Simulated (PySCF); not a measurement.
Gas-phase reaction: (CH3)3SiH + 4 C ⇌ CH3SiH2 + C6H5 (phenyl)

Energies from PySCF (xtb for GFN2), thermal terms from the rigid-rotor harmonic-oscillator model, ideal gas at 1 bar. † marks an energy on the PBE0/def2-TZVP geometry and frequencies; other levels use their own. Open shells (unrestricted): C (multiplicity 3, electronic degeneracy 9), CH3SiH2 (multiplicity 2), C6H5 (phenyl) (multiplicity 2); the rest are closed-shell singlets. GFN2 has no spin-polarisation term. Spin-orbit splitting is ignored; it lowers the true energy and changes the entropy of C. CH3SiH2: computed as isolated molecules; such fragments, hydroxides, amides, oligomers or adducts are transient or little studied in the gas. The harmonic model lacks anharmonicity and excited electronic states, which grow with temperature; levels with a mode under 35 cm⁻¹ are left out. Internal rotation in (CH3)3SiH, CH3SiH2 is treated as a harmonic vibration of one conformer, which makes the entropy rough.

| level | ΔE electronic, kJ | ΔH°(298 K), kJ | ΔS°(298 K), J/K | ΔG°(800 K), kJ |
|---|---|---|---|---|
| BLYP/def2-TZVP† | -2305 | -2271 | -408 | -1932 |
| GFN2-xTB | -3182 | -3156 | -412 | -2815 |
| M06-2X/def2-TZVP† | -2293 | -2260 | -408 | -1921 |
| PBE/def2-TZVP† | -2456 | -2423 | -408 | -2083 |
| PBE0/def2-SVP† | -2430 | -2397 | -408 | -2057 |
| PBE0/def2-TZVP | -2369 | -2336 | -408 | -1997 |
| r2SCAN/def2-TZVP† | -2342 | -2309 | -408 | -1970 |
| LDA/def2-TZVP† | -2759 | -2725 | -408 | -2386 |
| ωB97M-V/def2-TZVP† | -2269 | -2236 | -408 | -1897 |
ΔH° is lowest at GFN2-xTB and highest at ωB97M-V/def2-TZVP†. No reference value is set beside these.
